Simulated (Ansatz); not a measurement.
Consider the ligand exchange at the Si–S bond: `FC[SiH](F)S` + H–F → `FC[SiH](F)F` + H₂S.

Computed with Ansatz on PBE0-D4/def2-TZVP structures; ΔE is electronic, products minus reactants. CCSD(T)/CBS adds triple-zeta CCSD(T) − MP2 to the extrapolated MP2 energy (def2 sets, frozen cores). This one scheme is used for every species. Functionals use def2-TZVPP. B3LYP here is the variant with VWN-RPA as its local correlation; programs differ in this. HSE06 is defined as in plane-wave codes. Each species was taken in one conformer, which may not be the lowest.

```tsv
level	ΔE (kJ/mol)	difference from CCSD(T)/CBS
PBE-D4	-69.7	12.6
revPBE-D4	-66.5	15.8
BLYP-D4	-83.9	-1.6
r2SCAN-D4	-83.6	-1.3
B97M-V	-88.7	-6.4
PBE0-D4	-73.0	9.3
B3LYP-D4	-86.5	-4.2
r2SCANh-D4	-83.5	-1.2
r2SCAN0-D4	-83.4	-1.1
CAM-B3LYP-D4	-93.8	-11.5
ωB97X-V	-85.9	-3.6
ωB97M-V	-85.3	-3.0
B2PLYP	-91.8	-9.5
PBE-QIDH	-80.0	2.3
PBE	-74.9	7.4
revPBE	-76.6	5.7
r2SCAN	-84.9	-2.6
PBE0	-77.6	4.7
B3LYP	-95.1	-12.8
r2SCAN0	-85.0	-2.7
HSE06	-77.2	5.1
BHLYP	-100.2	-17.9
CAM-B3LYP	-98.7	-16.4
LC-ωPBE	-84.2	-1.9
RPA@PBE/def2-TZVPP	-90.6	-8.3
HF/def2-SVP	-98.6	-16.3
MP2/def2-SVP	-82.4	-0.1
CCSD/def2-SVP	-87.5	-5.2
CCSD(T)/def2-SVP	-84.8	-2.5
HF/def2-TZVPP	-111.3	-29.0
MP2/def2-TZVPP	-81.5	0.8
SCS-MP2/def2-TZVPP	-90.0	-7.7
CCSD/def2-TZVPP	-91.1	-8.8
CCSD(T)/def2-TZVPP	-86.4	-4.1
HF/def2-QZVPP	-113.8	-31.5
MP2/def2-QZVPP	-80.0	2.3
SCS-MP2/def2-QZVPP	-88.5	-6.2
HF/CBS(def2)	-114.2	-31.9
MP2/CBS(def2)	-77.4	4.9
CCSD/CBS(def2)	-87.0	-4.7
CCSD(T)/CBS	-82.3	0
```

Task: What do rigid-rotor, harmonic-oscillator terms from PBE0-D4/def2-TZVP frequencies (298.15 K, 1 bar) make of the CCSD(T)/CBS value? (An estimate is asked.)

Result: The calculation gave: ΔZPE = -3.2 kJ/mol, ΔH = -86.6 kJ/mol, ΔS = 12 J/(mol·K), ΔG = -90.3 kJ/mol.

Largest T1 diagnostic among the species: 0.012.

The D4 term adds +8.6 kJ/mol with B3LYP and +4.6 kJ/mol with PBE0; it sums over pairs of atoms, weighted by their polarisabilities, and B3LYP, whose exchange is more repulsive, gets the larger term. From BLYP to BHLYP (50 % exact exchange), in def2-TZVPP and without D4, ΔE moves by −5.6 kJ/mol.
